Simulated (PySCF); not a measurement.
**`O=Cc1cccc2c(-c3cccs3)cccc12`, C15H10OS**

Molfile (atoms numbered from 1):
```
C15H10OS
     RDKit          3D

 27 29  0  0  0  0  0  0  0  0999 V2000
   -5.1594    0.0030    0.0968 O   0  0  0  0  0  0  0  0  0  0  0  0
   -4.1101    0.5960    0.1740 C   0  0  0  0  0  0  0  0  0  0  0  0
   -2.7919   -0.0384    0.0619 C   0  0  0  0  0  0  0  0  0  0  0  0
   -2.7776   -1.4157   -0.0531 C   0  0  0  0  0  0  0  0  0  0  0  0
   -1.5822   -2.1165   -0.1925 C   0  0  0  0  0  0  0  0  0  0  0  0
   -0.3908   -1.4410   -0.1706 C   0  0  0  0  0  0  0  0  0  0  0  0
   -0.3433   -0.0420   -0.0025 C   0  0  0  0  0  0  0  0  0  0  0  0
    0.8973    0.6613    0.0440 C   0  0  0  0  0  0  0  0  0  0  0  0
    2.1717   -0.0391    0.0914 C   0  0  0  0  0  0  0  0  0  0  0  0
    2.5433   -1.1100    0.8561 C   0  0  0  0  0  0  0  0  0  0  0  0
    3.8928   -1.4791    0.6806 C   0  0  0  0  0  0  0  0  0  0  0  0
    4.5386   -0.6891   -0.2146 C   0  0  0  0  0  0  0  0  0  0  0  0
    3.5165    0.5329   -0.8543 S   0  0  0  0  0  0  0  0  0  0  0  0
    0.8957    2.0391    0.0640 C   0  0  0  0  0  0  0  0  0  0  0  0
   -0.3023    2.7532    0.0962 C   0  0  0  0  0  0  0  0  0  0  0  0
   -1.5042    2.0980    0.1189 C   0  0  0  0  0  0  0  0  0  0  0  0
   -1.5645    0.6911    0.0691 C   0  0  0  0  0  0  0  0  0  0  0  0
   -4.1088    1.6859    0.3491 H   0  0  0  0  0  0  0  0  0  0  0  0
   -3.7246   -1.9354   -0.0511 H   0  0  0  0  0  0  0  0  0  0  0  0
   -1.5987   -3.1883   -0.3210 H   0  0  0  0  0  0  0  0  0  0  0  0
    0.5329   -1.9819   -0.3054 H   0  0  0  0  0  0  0  0  0  0  0  0
    1.8821   -1.5951    1.5519 H   0  0  0  0  0  0  0  0  0  0  0  0
    4.3596   -2.2964    1.2006 H   0  0  0  0  0  0  0  0  0  0  0  0
    5.5579   -0.7463   -0.5409 H   0  0  0  0  0  0  0  0  0  0  0  0
    1.8356    2.5715    0.0794 H   0  0  0  0  0  0  0  0  0  0  0  0
   -0.2730    3.8323    0.1215 H   0  0  0  0  0  0  0  0  0  0  0  0
   -2.4124    2.6763    0.1643 H   0  0  0  0  0  0  0  0  0  0  0  0
  1  2  2  0
  2  3  1  0
  3  4  2  0
  4  5  1  0
  5  6  2  0
  6  7  1  0
  7  8  2  0
  8  9  1  0
  9 10  2  0
 10 11  1  0
 11 12  2  0
 12 13  1  0
  8 14  1  0
 14 15  2  0
 15 16  1  0
 16 17  2  0
 17  3  1  0
 17  7  1  0
 13  9  1  0
  2 18  1  0
  4 19  1  0
  5 20  1  0
  6 21  1  0
 10 22  1  0
 11 23  1  0
 12 24  1  0
 14 25  1  0
 15 26  1  0
 16 27  1  0
M  END
```

Computed with quadratic response B3LYP/def2-SVPD first hyperpolarisability, Taylor convention, gas phase in PySCF 2.14.0. Geometry: GFN2-xTB.

Question: Give the tensor of the second harmonic β(−2ω;ω,ω) at 1907 nm in the axes of these coordinates.

Answer: In au, Taylor convention; rows are the first index (the induced dipole):
```csv
,xx,yy,zz,xy,xz,yz
x,+1201.7,+53.2,-64.3,-335.7,-8.5,+11.2
y,-349.4,-37.0,-1.5,+64.9,+11.4,+10.0
z,-14.9,+10.1,+57.2,+12.6,-61.0,-2.0
```
Norm of βᵢ = ⅓ Σⱼ (βᵢⱼⱼ + βⱼᵢⱼ + βⱼⱼᵢ): 1260.3 au, hyper-Rayleigh value 542.0 au.
